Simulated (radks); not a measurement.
Spin polarisation of the 4f3 shell in Pr2+. Start: [Xe] 4f(up 1.5, down 1.5); electrons of 4f are moved from spin down to spin up, other shells keep equal spins. Method: non-relativistic Kohn-Sham, r2SCAN, spin-polarised, spherical densities, point nucleus; meta-GGA in the generalised Kohn-Sham scheme; computed with a radial shooting solver on a logarithmic mesh with Libxc functionals.

moment (Bohr magnetons)	E - E(0) (eV)	e(4f up) (eV)	e(4f down) (eV)	5p down minus up (eV)	5s down minus up (eV)
0	0.000	-15.820	-15.820	0.000	0.000
0.75	-0.129	-16.148	-15.459	0.296	0.373
1.5	-0.517	-16.443	-15.065	0.594	0.748
2.25	-1.162	-16.703	-14.639	0.894	1.126
3	-2.065	-16.930	-14.180	1.200	1.511

At moment 3 the spin-polarisation energy is -2.065 eV and the 4f exchange splitting 2.749 eV, that is 0.916 eV per Bohr magneton; E = -I m^2/4 would give I = 0.918 eV.
